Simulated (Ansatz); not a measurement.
Consider the formal hydrolysis of a B–Si bond: `OB[SiH2][AlH2]` + H₂O → `OBO` + `[AlH2][SiH3]`.

Computed with Ansatz on PBE0-D4/def2-TZVP structures; ΔE is electronic, products minus reactants. CCSD(T)/CBS adds triple-zeta CCSD(T) − MP2 to the extrapolated MP2 energy (def2 sets, frozen cores). This one scheme is used for every species. Functionals use def2-TZVPP. B3LYP here is the variant with VWN-RPA as its local correlation; programs differ in this. One conformer a species, not always the lowest.

`OB[SiH2][AlH2]`:

Cartesian coordinates in Å:
```
O -1.205 2.027 -0.232
B -0.633 1.178 0.653
Si 1.010 0.139 0.107
Al 0.275 -2.044 -0.739
H -2.000 2.453 0.103
H -1.147 1.016 1.731
H 1.860 -0.098 1.313
H 1.830 0.856 -0.912
H -0.339 -3.118 0.260
H 0.351 -2.408 -2.285
```

H₂O:

Cartesian coordinates in Å:
```
O -0.334 0.073 -0.186
H -0.114 0.285 0.724
H 0.448 -0.358 -0.537
```

`OBO`:

Cartesian coordinates in Å:
```
O 0.109 -0.360 1.027
B 0.074 -0.136 -0.318
O -0.415 1.037 -0.783
H 0.471 -1.217 1.257
H 0.462 -0.946 -1.111
H -0.701 1.621 -0.072
```

`[AlH2][SiH3]`:

Z-matrix (Å, degrees):
```
Si
Al 1 2.457
H 1 1.490 2 113.4
H 1 1.492 2 110.7 3 -121.0
H 1 1.492 2 110.6 3 120.9
H 2 1.589 1 121.5 3 0.3
H 2 1.589 1 119.5 3 -179.7
```

Problem. Is it downhill or uphill in electronic energy at CCSD(T)/CBS, and by how much? (Estimate.)

Solution. Computed: Downhill: ΔE = -1.56 eV.

Problem. What do these levels give: PBE-D4, ωB97X-V, r2SCAN, B3LYP, HF/def2-TZVPP, MP2/def2-TZVPP, SCS-MP2/def2-TZVPP, CCSD/def2-TZVPP, CCSD(T)/def2-TZVPP, HF/def2-QZVPP, MP2/def2-QZVPP, MP2/CBS(def2)? (An estimate is asked.)

Solution. The calculation gave: PBE-D4 -1.46, ωB97X-V -1.62, r2SCAN -1.61, B3LYP -1.67, HF/def2-TZVPP -1.86, MP2/def2-TZVPP -1.63, SCS-MP2/def2-TZVPP -1.67, CCSD/def2-TZVPP -1.64, CCSD(T)/def2-TZVPP -1.60, HF/def2-QZVPP -1.86, MP2/def2-QZVPP -1.61, MP2/CBS(def2) -1.59 eV.

Largest T1 diagnostic among the species: 0.015.

From PBE to PBE0 (25 % exact exchange), in def2-TZVPP and without D4, ΔE moves by −0.06 eV. The D4 term adds +0.05 eV with B3LYP and +0.03 eV with PBE0; it sums over pairs of atoms, weighted by their polarisabilities, and B3LYP, whose exchange is more repulsive, gets the larger term. In def2-TZVPP, CCSD(T) changes the Hartree–Fock value by +0.26 eV (the triples alone add +0.04 eV) and MP2 by +0.23 eV.
